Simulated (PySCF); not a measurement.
## Worked example: chemical shift, span and skew from a shielding tensor

FH₅SSi₂, SMILES F[SiH2]S[SiH3]. Atoms are numbered in the order given.

```xyz
9

Si    -1.7665     0.2759    -0.0982
S     -0.0997    -0.7759    -0.9659
Si     1.4061     0.2447     0.1203
F      0.9857     0.2695     1.6947
H     -2.1834    -0.3521     1.1816
H     -1.3726     1.6925     0.1386
H     -2.8768     0.2057    -1.0838
H      1.5296     1.6607    -0.3024
H      2.6735    -0.5059    -0.0410
```

The structure is a stationary point at ωB97X-D3(BJ)/def2-SVP. The structure was generated by enumeration, and PubChem lists no compound with its InChIKey, so it may never have been made. One conformer was computed; it need not be the lowest.

GIAO shieldings from HF/pcSseg-1 in PySCF, non-relativistic, no solvent. The symmetric part of the tensor of Si1 has the principal values 412.1, 434.3, 477.5 ppm. The same nucleus in TMS has σ = 393.8 ppm at this level (PySCF, at its B3LYP-D3(BJ)/def2-TZVP geometry).

Q: Work out the isotropic shielding, the ²⁹Si shift against TMS, the span and the skew.

A: 
σ(iso) = (σ11 + σ22 + σ33)/3 = 441.3 ppm. δ = σ(ref) − σ(iso) = 393.8 − (441.3) = -47.5 ppm.
Span Ω = σ33 − σ11 = 65.4 ppm. Skew κ = 3(σ(iso) − σ22)/Ω = 0.32. Tumbling in solution averages the tensor to δ; in a static solid the shielding alone would spread this spin-1/2 line over Ω.
